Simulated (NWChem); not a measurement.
System: CaO; SMILES [O]=[Ca]

The following NWChem deck was run.

```
start job
memory heap 200 mb stack 900 mb global 1100 mb
geometry units angstroms noautosym nocenter noautoz
  Ca     0.000000     0.000000    -0.622636
  O      0.000000     0.000000     1.413507
end
basis spherical
  * library 6-31g*
end
dft
  xc hfexch
  iterations 150
end
property
  shielding
  efieldgrad
end
task dft property
```

NWChem printed, in part:

```
             Northwest Computational Chemistry Package (NWChem) 7.3.0
             --------------------------------------------------------

                             Geometry "geometry" -> ""
                             -------------------------

 Output coordinates in angstroms (scale by  1.889725989 to convert to a.u.)

  No.       Tag          Charge          X              Y              Z
 ---- ---------------- ---------- -------------- -------------- --------------
    1 Ca                  20.0000     0.00000000     0.00000000    -0.62263600
    2 O                    8.0000     0.00000000     0.00000000     1.41350700

 Effective nuclear repulsion energy (a.u.)      41.5827178346

  xc_inp: hfexch multiplicative factor not found.
                              NWChem Property Module
                              ----------------------

  itol2e modified to match energy
  convergence criterion.

                                 NWChem DFT Module
                                 -----------------

 Summary of "ao basis" -> "ao basis" (spherical)
 ------------------------------------------------------------------------------
       Tag                 Description            Shells   Functions and Types
 ---------------- ------------------------------  ------  ---------------------
 Ca                          6-31g*                 10       22   5s4p1d
 O                           6-31g*                  6       14   3s2p1d

  itol2e modified to match energy
  convergence criterion.

            General Information
            -------------------
          SCF calculation type: DFT
          Wavefunction type:  closed shell.
          No. of atoms     :     2
          No. of electrons :    28
           Alpha electrons :    14
            Beta electrons :    14
          Charge           :     0
          Spin multiplicity:     1
          Use of symmetry is: off; symmetry adaption is: off
          Maximum number of iterations: 150
          AO basis - number of functions:    36
                     number of shells:    16
          Convergence on energy requested:  1.00D-07
          Convergence on density requested:  1.00D-05
          Convergence on gradient requested:  5.00D-04

              XC Information
              --------------
                     Hartree-Fock (Exact) Exchange  1.000

      Superposition of Atomic Density Guess
      -------------------------------------

 Sum of atomic energies:        -751.46227530

      Non-variational initial energy
      ------------------------------

 Total energy =    -751.191988
 1-e energy   =   -1112.180591
 2-e energy   =     319.405885
 HOMO         =      -0.448125
 LUMO         =      -0.158206

   convergence    iter        energy       DeltaE   RMS-Dens  Diis-err
 ---------------- ----- ----------------- --------- --------- ---------
 d= 0,ls=0.0,diis     1   -751.1253928122 -7.93D+02  9.47D-02  2.16D+00
 d= 0,ls=0.0,diis     2   -745.6944143736  5.43D+00  9.24D-02  1.59D+01
 d= 0,ls=0.0,diis     3   -751.3197688112 -5.63D+00  1.44D-02  5.84D-01
 d= 0,ls=0.0,diis     4   -751.4091465977 -8.94D-02  5.44D-03  3.45D-02
 d= 0,ls=0.0,diis     5   -751.4172891739 -8.14D-03  2.63D-03  8.98D-04
  Resetting Diis
 d= 0,ls=0.0,diis     6   -751.4184711828 -1.18D-03  2.30D-03  2.57D-03
 d= 0,ls=0.0,diis     7   -751.4195776242 -1.11D-03  1.67D-03  2.91D-03
 d= 0,ls=0.0,diis     8   -751.4199047076 -3.27D-04  1.48D-03  4.40D-03
 d= 0,ls=0.0,diis     9   -751.4206993124 -7.95D-04  1.03D-02  7.27D-04
 d= 0,ls=0.0,diis    10   -751.4226444221 -1.95D-03  6.97D-04  3.70D-03
 d= 0,ls=0.0,diis    11   -751.4229975608 -3.53D-04  6.99D-04  1.09D-03
 d= 0,ls=0.0,diis    12   -751.4231410282 -1.43D-04  7.00D-05  2.44D-05
 d= 0,ls=0.0,diis    13   -751.4231437639 -2.74D-06  1.07D-04  2.43D-06
 d= 0,ls=0.0,diis    14   -751.4231443326 -5.69D-07  1.81D-05  4.19D-08
 d= 0,ls=0.0,diis    15   -751.4231443430 -1.04D-08  3.64D-06  5.74D-09

         Total DFT energy =     -751.423144342965
      One electron energy =    -1115.100128678552
           Coulomb energy =      365.582453466719
    Exchange-Corr. energy =      -43.488186965759
 Nuclear repulsion energy =       41.582717834627

 Numeric. integr. density =        0.000000000000

                       DFT Final Molecular Orbital Analysis
                       ------------------------------------

 Vector   12  Occ=2.000000D+00  E=-3.116929D-01
              MO Center= -1.8D-14, -2.4D-15,  1.3D+00, r^2= 9.2D-01
   Bfn.  Coefficient  Atom+Function         Bfn.  Coefficient  Atom+Function
  ----- ------------  ---------------      ----- ------------  ---------------
    25      0.587892  2 O  px                29      0.486486  2 O  px
    11      0.120613  1 Ca px                21     -0.110845  1 Ca d  1
    26      0.043977  2 O  py                30      0.036391  2 O  py
     7     -0.035993  1 Ca px                15      0.032823  1 Ca px
     3      0.026530  1 Ca px

 Vector   13  Occ=2.000000D+00  E=-3.116929D-01
              MO Center=  2.1D-16,  1.3D-15,  1.3D+00, r^2= 9.2D-01
   Bfn.  Coefficient  Atom+Function         Bfn.  Coefficient  Atom+Function
  ----- ------------  ---------------      ----- ------------  ---------------
    26      0.587892  2 O  py                30      0.486486  2 O  py
    12      0.120613  1 Ca py                19      0.110845  1 Ca d -1
    25     -0.043977  2 O  px                29     -0.036391  2 O  px
     8     -0.035993  1 Ca py                16      0.032823  1 Ca py
     4      0.026530  1 Ca py

 Vector   14  Occ=2.000000D+00  E=-2.241116D-01
              MO Center=  7.8D-14, -1.2D-14,  5.5D-01, r^2= 3.6D+00
   Bfn.  Coefficient  Atom+Function         Bfn.  Coefficient  Atom+Function
  ----- ------------  ---------------      ----- ------------  ---------------
    10      0.526692  1 Ca s                 27     -0.467117  2 O  pz
    31     -0.398133  2 O  pz                 6      0.233167  1 Ca s
    17     -0.166529  1 Ca pz                28     -0.145259  2 O  s
     9     -0.094893  1 Ca pz                 2     -0.089809  1 Ca s
    20      0.081414  1 Ca d  0              24     -0.058056  2 O  s

 Vector   15  Occ=0.000000D+00  E=-2.329852D-02
              MO Center= -1.7D-13, -1.5D-15, -1.3D+00, r^2= 8.3D+00
   Bfn.  Coefficient  Atom+Function         Bfn.  Coefficient  Atom+Function
  ----- ------------  ---------------      ----- ------------  ---------------
    14      0.946072  1 Ca s                 27      0.290774  2 O  pz
    17     -0.273270  1 Ca pz                31      0.262193  2 O  pz
    13     -0.231816  1 Ca pz                10     -0.203965  1 Ca s
     6      0.178435  1 Ca s                  9      0.111268  1 Ca pz
     5     -0.061651  1 Ca pz                20     -0.054240  1 Ca d  0

 Vector   16  Occ=0.000000D+00  E= 3.851579D-02
              MO Center=  1.2D-14,  4.1D-14, -6.8D-01, r^2= 1.4D+01
   Bfn.  Coefficient  Atom+Function         Bfn.  Coefficient  Atom+Function
  ----- ------------  ---------------      ----- ------------  ---------------
    16      0.953810  1 Ca py                15      0.339347  1 Ca px
    30     -0.117679  2 O  py                 8     -0.115982  1 Ca py
    26     -0.090679  2 O  py                19     -0.080760  1 Ca d -1
    29     -0.041868  2 O  px                 7     -0.041264  1 Ca px
    25     -0.032262  2 O  px                 4      0.030279  1 Ca py

 Vector   17  Occ=0.000000D+00  E= 3.851579D-02
              MO Center=  7.8D-14, -2.9D-14, -6.8D-01, r^2= 1.4D+01
   Bfn.  Coefficient  Atom+Function         Bfn.  Coefficient  Atom+Function
  ----- ------------  ---------------      ----- ------------  ---------------
    15      0.953810  1 Ca px                16     -0.339347  1 Ca py
    29     -0.117679  2 O  px                 7     -0.115982  1 Ca px
    25     -0.090679  2 O  px                21      0.080760  1 Ca d  1
    30      0.041868  2 O  py                 8      0.041264  1 Ca py
    26      0.032262  2 O  py                 3      0.030279  1 Ca px

     Multipole analysis of the density
     ---------------------------------

     L   x y z        total         alpha         beta         nuclear
     -   - - -        -----         -----         ----         -------
     0   0 0 0     -0.000000    -14.000000    -14.000000     28.000000

     1   1 0 0     -0.000000     -0.000000     -0.000000      0.000000
     1   0 1 0      0.000000      0.000000      0.000000      0.000000
     1   0 0 1     -3.396315     -0.616607     -0.616607     -2.163101

     2   2 0 0    -15.251580     -7.625790     -7.625790      0.000000
     2   1 1 0     -0.000000     -0.000000     -0.000000      0.000000
     2   1 0 1      0.000000      0.000000      0.000000      0.000000
     2   0 2 0    -15.251580     -7.625790     -7.625790      0.000000
     2   0 1 1     -0.000000     -0.000000     -0.000000      0.000000
     2   0 0 2    -22.441967    -53.605103    -53.605103     84.768239

          -----------------------
          Electric field gradient
          -----------------------

 1 a.u. = 0.324123 10**(16) esu/cm**3  ( or statvolts/cm**2 ) = 0.97174 10**(22) v/m**2

 ------------------------------------------------------------
   Atom      X         Y         Z
 ------------------------------------------------------------
    1 Ca   0.00000   0.00000  -1.17661
 ------------------------------------------------------------

 Electric field gradient in molecular frame (a.u.)
         XX             YY             ZZ             XY             XZ             YZ
 ------------------------------------------------------------------------------------------
       -0.005087      -0.005087       0.010175      -0.000000      -0.000000      -0.000000

 Principal components (a.u.) and orientation
 of principal axis w.r.t. absolute frame                      Asymmetry parameter eta
 --------------------------------------------------------------------------------------
        0.010175      -0.005087      -0.005087                       0.000000

       -0.000000      -0.000000       1.000000
       -0.000000       1.000000      -0.000000
        1.000000      -0.000000      -0.000000

 ------------------------------------------------------------
   Atom      X         Y         Z
 ------------------------------------------------------------
    2 O    0.00000   0.00000   2.67114
 ------------------------------------------------------------

 Electric field gradient in molecular frame (a.u.)
         XX             YY             ZZ             XY             XZ             YZ
 ------------------------------------------------------------------------------------------
        1.014436       1.014436      -2.028872       0.000000       0.000000      -0.000000

 Principal components (a.u.) and orientation
 of principal axis w.r.t. absolute frame                      Asymmetry parameter eta
 --------------------------------------------------------------------------------------
       -2.028872       1.014436       1.014436                       0.000000

        0.000000       1.000000       0.000000
       -0.000000       0.000000       1.000000
        1.000000       0.000000      -0.000000

          -----------------------------------------
          Chemical Shielding Tensors (GIAO, in ppm)
          -----------------------------------------

                                NWChem CPHF Module
                                ------------------

  scftype          =     RHF
  nclosed          =       14
  nopen            =        0
  variables        =      308
  # of vectors     =        3
  tolerance        = 0.10D-03
  level shift      = 0.00D+00
  max iterations   =       50
  max subspace     =       30

 SCF residual:    9.5708634964659840E-006

Iterative solution of linear equations
  No. of variables      308
  No. of equations        3
  Maximum subspace       30
        Iterations       50
       Convergence  1.0D-04

   iter   nsub   residual    time
   ----  ------  --------  ---------
     1      3    9.82D-01       4.1
     2      6    9.27D-01       4.6
     3      9    1.88D+00       5.1
     4     12    1.73D-01       5.6
     5     15    3.99D-02       6.5
     6     18    7.96D-03       7.4
     7     21    1.40D-03       8.1
     8     24    4.22D-04       8.6
     9     27    7.07D-05       9.1

      Atom:    1  Ca
        Diamagnetic
   1420.7632      0.0000      0.0000
      0.0000   1420.7632      0.0000
      0.0000      0.0000   1422.6703

        Paramagnetic
   -264.3599      0.0000      0.0000
      0.0000   -264.3599     -0.0000
      0.0000     -0.0000      0.0000

        Total Shielding Tensor
   1156.4033      0.0000      0.0000
      0.0000   1156.4033     -0.0000
      0.0000     -0.0000   1422.6703

           isotropic =    1245.1590
          anisotropy =     266.2670

          Principal Components and Axis System
                 1           2           3
             1422.6703   1156.4033   1156.4033

      1         0.0000      1.0000      0.0000
      2        -0.0000      0.0000      1.0000
      3         1.0000      0.0000     -0.0000

      Atom:    2  O
        Diamagnetic
    380.1258     -0.0000     -0.0000
     -0.0000    380.1258      0.0000
     -0.0000      0.0000    416.2436

        Paramagnetic
   4769.4780      0.0000      0.0000
      0.0000   4769.4780      0.0000
      0.0000      0.0000     -0.0000

        Total Shielding Tensor
   5149.6038      0.0000      0.0000
      0.0000   5149.6038      0.0000
      0.0000      0.0000    416.2436

           isotropic =    3571.8171
          anisotropy =    2366.6801

          Principal Components and Axis System
                 1           2           3
             5149.6038   5149.6038    416.2436

      1         0.0000      1.0000      0.0000
      2         1.0000      0.0000      0.0000
      3         0.0000      0.0000      1.0000
```

Level: Hartree-Fock/6-31G* (spherical d), GIAO. Structure relaxed at the B3LYP/6-31G* (spherical d) level. NWChem prints the field gradient with the sign opposite to the second derivative of the potential. The printed shielding anisotropy is the first printed principal value minus the mean of the other two.
